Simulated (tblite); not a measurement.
Compound: C3H13FOSi4.
Atom-mapped SMILES: `[F:1]/[C:2](=[CH:3]/[SiH2:4][O:5][SiH3:6])[SiH2:7][CH2:8][SiH3:9]` (hydrogens: H10 on C3; H11, H12 on Si4; H13, H14, H15 on Si6; H16, H17 on Si7; H18, H19 on C8; H20, H21, H22 on Si9)

A start from a force field or distance geometry was refined with GFN2-xTB geometry optimisation, gas phase (tblite). Values at the start:

| coordinate | start |
| --- | --- |
| F1–C2 | 1.355 Å |
| C2=C3 | 1.360 Å |
| C2–Si7 | 1.851 Å |
| C3–Si4 | 1.824 Å |
| C3–H10 | 1.077 Å |
| Si4–O5 | 1.639 Å |
| Si4–H11 | 1.481 Å |
| O5–Si6 | 1.652 Å |
| Si6–H13 | 1.476 Å |
| Si7–C8 | 1.847 Å |
| Si7–H16 | 1.499 Å |
| C8–Si9 | 1.835 Å |
| C8–H18 | 1.085 Å |
| Si9–H20 | 1.492 Å |
| F1–C2–C3 | 115.1° |
| F1–C2–Si7 | 115.6° |
| C2–C3–Si4 | 130.2° |
| C2–Si7–C8 | 110.4° |
| C3–C2–Si7 | 129.3° |
| C3–Si4–O5 | 113.0° |
| Si4–O5–Si6 | 138.8° |
| Si7–C8–Si9 | 106.2° |
| F1–C2–C3–Si4 | 180° |
| F1–C2–Si7–C8 | -93° |
| C2–C3–Si4–O5 | -41° |
| C2–Si7–C8–Si9 | -174° |

**Question.** How do these coordinates change at the GFN2-xTB level?

**Answer.** 
```json
{"coordinate": "C8–Si9", "GFN2-xTB (Å or °)": "1.896", "change": "+0.061"}
{"coordinate": "Si7–C8", "GFN2-xTB (Å or °)": "1.896", "change": "+0.049"}
{"coordinate": "C2–Si7", "GFN2-xTB (Å or °)": "1.900", "change": "+0.049"}
{"coordinate": "C3–Si4", "GFN2-xTB (Å or °)": "1.870", "change": "+0.046"}
{"coordinate": "Si7–H16", "GFN2-xTB (Å or °)": "1.464", "change": "-0.035"}
{"coordinate": "C2=C3", "GFN2-xTB (Å or °)": "1.327", "change": "-0.033"}
{"coordinate": "O5–Si6", "GFN2-xTB (Å or °)": "1.622", "change": "-0.030"}
{"coordinate": "Si9–H20", "GFN2-xTB (Å or °)": "1.464", "change": "-0.028"}
{"coordinate": "Si4–O5", "GFN2-xTB (Å or °)": "1.623", "change": "-0.016"}
{"coordinate": "F1–C2", "GFN2-xTB (Å or °)": "1.371", "change": "+0.016"}
{"coordinate": "Si4–H11", "GFN2-xTB (Å or °)": "1.467", "change": "-0.014"}
{"coordinate": "Si6–H13", "GFN2-xTB (Å or °)": "1.462", "change": "-0.014"}
{"coordinate": "C3–H10", "GFN2-xTB (Å or °)": "1.085", "change": "+0.008"}
{"coordinate": "C8–H18", "GFN2-xTB (Å or °)": "1.089", "change": "+0.004"}
{"coordinate": "Si4–O5–Si6", "GFN2-xTB (Å or °)": "153.1", "change": "+14.3"}
{"coordinate": "Si7–C8–Si9", "GFN2-xTB (Å or °)": "114.8", "change": "+8.6"}
{"coordinate": "F1–C2–Si7", "GFN2-xTB (Å or °)": "111.7", "change": "-3.9"}
{"coordinate": "C3–Si4–O5", "GFN2-xTB (Å or °)": "110.3", "change": "-2.7"}
{"coordinate": "C3–C2–Si7", "GFN2-xTB (Å or °)": "131.4", "change": "+2.1"}
{"coordinate": "C2–Si7–C8", "GFN2-xTB (Å or °)": "108.6", "change": "-1.8"}
{"coordinate": "F1–C2–C3", "GFN2-xTB (Å or °)": "116.9", "change": "+1.8"}
{"coordinate": "C2–C3–Si4", "GFN2-xTB (Å or °)": "128.6", "change": "-1.6"}
{"coordinate": "C2–C3–Si4–O5", "GFN2-xTB (Å or °)": "-14", "change": "+27"}
{"coordinate": "F1–C2–Si7–C8", "GFN2-xTB (Å or °)": "-103", "change": "-10"}
{"coordinate": "C2–Si7–C8–Si9", "GFN2-xTB (Å or °)": "-178", "change": "-4"}
{"coordinate": "F1–C2–C3–Si4", "GFN2-xTB (Å or °)": "-179", "change": "+1"}
```

The energy falls by 0.408 eV over 229 L-BFGS steps, the largest force on an atom goes from 2.55 to 0.010 eV/Å, and the atoms move by 0.698 Å rms after alignment. The bond that changes most is C8–Si9 (sp3 carbon bound to silicon to SiH3 silicon), which lengthens by 0.061 Å. Bonds longer at the end by more than 0.005 Å: 6 of 21; shorter: 13. Among the dihedrals that turn most is Si4–O5–Si6–H13, from -178° to 106°. Rotational constants go from 764.5, 601.4, 356.1 to 768.5, 669.7, 381.5 MHz.

On one thread, Arm Neoverse V2 (aarch64), no GPU, shared host with 192 logical CPUs at a one-minute load of 92, this took 2.4 s wall.

GFN2-xTB frequencies show an imaginary mode (21i cm⁻¹), so the point is no minimum at that level. 3 starts were optimised and ended at 0.00, 1.20 and 1.91 kcal/mol (GFN2-xTB); the lowest of these is shown.

The numbers are calculated, not measured.
